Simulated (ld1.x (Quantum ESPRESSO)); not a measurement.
**Before and after: ultrasoft potential for gallium**

gallium (Ga), ultrasoft, made with ld1.x (Quantum ESPRESSO) 7.5 (PBE, scalar-relativistic). Core [Ar] 3d10, reference 4s1 4p0 (charge +2). Waves: 4s (bound): rcut 1.90, rcutus 2.00 bohr; 4s channel at 0.15 Ry: rcut 1.90, rcutus 2.00 bohr; 4p (bound, empty): rcut 1.95, rcutus 2.50 bohr; 4p channel at 0.75 Ry: rcut 1.95, rcutus 2.50 bohr; 4d channel at 0.4 Ry: rc 2.35 bohr. Local part: the d channel. Core correction: none. Augmentation charge: PSQ, inside the norm-conserving radii.

All-electron outer shells of the reference configuration (PBE, scalar-relativistic, ld1.x):

| shell | level (eV) | outermost node (bohr) | outermost maximum (bohr) |
| --- | --- | --- | --- |
| 4s | -26.07 | 0.80 | 1.78 |
| 4p | -17.74 | 0.86 | 2.12 |

Change: waves 4p (bound): rcut 1.88, rcutus 2.00 bohr; 4p channel at 0.75 Ry: rcut 1.88, rcutus 2.00 bohr.

Cutoffs: the cutoffs (Ry, on a coarse ladder) from which the occupation-weighted sum of valence levels, in a spherical-Bessel basis at the reference potential, stays within 10 and 1 mRy of its value at 400 Ry; they do not see the model core or the augmentation charge, which bear on the density cutoff. Errors are all-electron minus pseudo energies relative to the spin-unpolarised reference configuration.

Question: What does the change do?

Answer: Both files are so soft that the ladder of cutoffs tells neither apart; of the 7 tests that both files solve, the error grows in 3 and shrinks in 0 by more than 15 % and 0.3 meV (median size 263.9 → 288.5 meV); neither file shows a bound ghost. That the errors move this way runs against the usual rule that smaller radii transfer better.

```tsv
quantity	base	changed
cutoff, loose	6 Ry	6 Ry
cutoff, tight	8 Ry	8 Ry
bound ghosts	none	none
error for 4s2 4p1, meV [ΔE -26.82 eV]	+268	+288
error for 4s2 4p0, meV [ΔE -21.13 eV]	+139	+139
error for 4s2 4p0.5, meV [ΔE -24.79 eV]	+209	+218
error for 4s0 4p3, meV [ΔE -13.44 eV]	+319	+527
error for 4s1 4p2, meV [ΔE -20.28 eV]	+264	+345
error for 4s1 4p1, meV [ΔE -13.76 eV]	+122	+160
error for 4s2 4p1.3, meV [ΔE -27.35 eV]	+292	+319
lowest overlap eigenvalue by channel	s 0.37, p 0.06	s 0.37, p 0.55
```
